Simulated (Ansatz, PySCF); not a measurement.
Species: 1,1,3,3-tetramethylurea, C5H12N2O, net charge 0, singlet state. 
Coordinates optimised at B3LYP-D3(BJ)/def2-TZVP (Ansatz, a first-principles code):
```xyz
20

C      1.3146    -1.5952     0.0576
N      1.1551    -0.1742    -0.2070
C      2.3999     0.5719    -0.2500
C      0.0324     0.5245     0.2084
O      0.1024     1.6587     0.6591
N     -1.1747    -0.1446     0.0803
C     -2.3339     0.4967     0.6747
C     -1.4731    -0.9719    -1.0777
H      1.6632    -2.1279    -0.8318
H      2.0511    -1.7494     0.8547
H      0.3752    -2.0308     0.3823
H      2.2060     1.5888    -0.5778
H      2.8853     0.6167     0.7321
H      3.0789     0.0856    -0.9528
H     -3.0898    -0.2629     0.8824
H     -2.0471     0.9856     1.6008
H     -2.7700     1.2525     0.0107
H     -1.9136    -1.9277    -0.7798
H     -0.5724    -1.1640    -1.6518
H     -2.1875    -0.4596    -1.7325
```
Charge 0, spin multiplicity 1.

PBE beside other levels, property by property. Cores are frozen in the correlated levels unless marked. UHF or UKS for open shells. Spin-orbit coupling is left out. Non-relativistic. CBS(X,Y): correlation extrapolated as X^-3; Hartree-Fock from the larger set. The bracket is a focal-point correction in the basis named. Rows marked 298 K are enthalpies with B3LYP-D3(BJ) harmonic zero-point and thermal terms from PySCF. Atomisation energies are electronic, to ground-state atoms; the column to compare with has the core term from cc-pwCVTZ added, other frozen-core levels have none. The coupled-cluster column (Ansatz) is a level with limits of its own: RI-MP2/CBS(cc-pVTZ,cc-pVQZ)+[CCSD(T)-MP2]/cc-pVTZ.

```csv
property,PBE/def2-TZVPD (Ansatz),r2SCAN-D4/def2-TZVPD (Ansatz + dftd4),CAM-B3LYP/def2-TZVPD (Ansatz),B2PLYP-D3(BJ)/def2-TZVPD (Ansatz + dftd3),coupled cluster
atomisation energy (kcal/mol),1948.0,1905.1,1908.6,1888.8,1909.1
"C-N bond dissociation enthalpy, 298 K, to [CH3] (CH3) + C[N]C(=O)N(C)C (kcal/mol)",73.5,70.6,74.6,77.6,81.9
```

As the rows show:
- atomisation energy: PBE lies 38.9 kcal/mol above coupled cluster.
- C-N bond dissociation enthalpy, 298 K, to [CH3] (CH3) + C[N]C(=O)N(C)C: PBE lies 8.4 kcal/mol below coupled cluster.
